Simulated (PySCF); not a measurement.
Mo(NH)2(F)(Me) (CH5FMoN2), SMILES [F][Mo]([CH3])(=[NH])=[NH], multiplicity 1. Atoms are numbered in the order given.

```xyz
10

Mo    -0.0279    -0.0816     0.0000
N     -1.0124    -0.0882    -1.4070
H     -1.8889    -0.1616    -1.9195
N     -1.0124    -0.0882     1.4070
H     -1.8889    -0.1616     1.9195
F      1.2836    -1.4123     0.0000
C      0.7878     1.8549     0.0000
H      0.0219     2.6427     0.0000
H      1.4101     1.9620    -0.9038
H      1.4101     1.9620     0.9038
```
Charge 0, spin multiplicity 1.

Geometry: PBE0-D3(BJ)/def2-SVP. The spin state was assumed, not searched. The structure was generated by enumeration; whether it is a known compound was not checked. The def2 effective core potentials stand for the cores of Mo; spin–orbit coupling is left out.

Computed with PBE0-D3(BJ)/def2-SVP in PySCF.

Frequencies are harmonic and unscaled.

| mode | ν (cm⁻¹) | IR (km/mol) | Raman (Å⁴/amu) | depolarisation | moving atoms (share of kinetic energy) |
|---|---|---|---|---|---|
| 1 | 160 | 0.0 | 0.2 | 0.75 | H 96 % |
| 2 | 163 | 2.0 | 2.0 | 0.68 | F 46 %, C 25 %, H 16 %, Mo 11 % |
| 3 | 216 | 0.3 | 2.2 | 0.75 | N 25 %, H 20 %, F 20 %, Mo 19 %, C 16 % |
| 4 | 222 | 7.8 | 2.8 | 0.66 | N 39 %, H 28 %, Mo 16 %, C 9 % |
| 5 | 235 | 8.0 | 6.2 | 0.75 | N 50 %, F 24 %, H 16 %, C 9 % |
| 6 | 302 | 4.6 | 9.5 | 0.66 | N 60 %, H 29 % |
| 7 | 398 | 260.9 | 0.7 | 0.75 | H 85 %, N 14 % |
| 8 | 547 | 10.7 | 7.5 | 0.14 | C 59 %, H 27 %, Mo 11 % |
| 9 | 608 | 93.4 | 3.7 | 0.60 | H 79 %, C 10 %, N 9 % |
| 10 | 628 | 4.7 | 4.0 | 0.75 | H 88 % |
| 11 | 628 | 9.3 | 6.7 | 0.21 | H 44 %, F 39 % |
| 12 | 722 | 202.5 | 2.2 | 0.56 | F 42 %, H 26 %, Mo 17 %, N 12 % |
| 13 | 755 | 12.0 | 1.5 | 0.75 | H 76 %, C 14 %, N 10 % |
| 14 | 779 | 55.9 | 2.5 | 0.67 | H 67 %, N 27 % |
| 15 | 1021 | 163.1 | 13.0 | 0.75 | N 73 %, Mo 19 % |
| 16 | 1053 | 51.7 | 44.4 | 0.04 | N 81 %, Mo 12 % |
| 17 | 1194 | 0.6 | 1.8 | 0.49 | H 79 %, C 21 % |
| 18 | 1398 | 9.2 | 14.9 | 0.74 | H 94 % |
| 19 | 1409 | 8.2 | 12.9 | 0.75 | H 95 % |
| 20 | 3043 | 1.3 | 160.7 | 0.02 | H 97 % |
| 21 | 3154 | 2.0 | 80.5 | 0.75 | H 90 %, C 10 % |
| 22 | 3183 | 0.3 | 71.5 | 0.72 | H 91 %, C 9 % |
| 23 | 3631 | 139.0 | 157.0 | 0.75 | H 93 % |
| 24 | 3634 | 168.0 | 204.7 | 0.13 | H 92 % |
